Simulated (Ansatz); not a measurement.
P4OsH14⁺, that is cis-OsH2(PH3)4 with one electron fewer. The state is a doublet with charge 1. Geometry PBE-D4/def2-SVP, that of the neutral singlet.

```xyz
19

Os    0.095   -0.166    0.438
H    -0.633   -0.216    1.949
P     1.347   -0.247   -1.537
H     2.662    0.343   -1.599
H     0.905    0.314   -2.795
H     1.745   -1.512   -2.105
H     1.325   -0.987    1.230
P    -1.769    0.978   -0.394
H    -2.170    2.242    0.173
H    -3.083    0.386   -0.335
H    -1.898    1.417   -1.766
P     1.143    1.703    1.292
H     0.465    2.970    1.398
H     2.351    2.228    0.707
H     1.621    1.661    2.641
P    -0.814   -2.273    0.214
H    -2.211   -2.469   -0.082
H    -0.759   -3.163    1.335
H    -0.321   -3.210   -0.764
```

In the def2 sets Os takes a core potential; there is no spin–orbit coupling.

Question: Estimate the α-spin orbital energies around the gap (eV) in Ansatz with PBE-D4/def2-TZVP, r2SCAN-D4/def2-TZVP, PBE0-D4/def2-TZVP.

Answer: 
| orbital | PBE-D4/def2-TZVP | r2SCAN-D4/def2-TZVP | PBE0-D4/def2-TZVP |
| --- | --- | --- | --- |
| HOMO−5 | -11.85 | -12.15 | -13.06 |
| HOMO−4 | -11.28 | -11.70 | -12.65 |
| HOMO−3 | -11.21 | -11.48 | -12.33 |
| HOMO−2 | -10.93 | -11.24 | -12.06 |
| HOMO−1 | -10.55 | -10.84 | -11.81 |
| HOMO | -10.41 | -10.69 | -11.60 |
| LUMO | -5.03 | -4.78 | -4.13 |
| LUMO+1 | -5.00 | -4.77 | -4.09 |
| LUMO+2 | -4.69 | -4.37 | -3.86 |
| LUMO+3 | -4.62 | -4.36 | -3.74 |
| LUMO+4 | -4.13 | -3.85 | -3.15 |
| LUMO+5 | -4.11 | -3.82 | -3.13 |
| β HOMO | -10.17 | -10.38 | -11.30 |
| β LUMO | -9.89 | -9.57 | -8.60 |
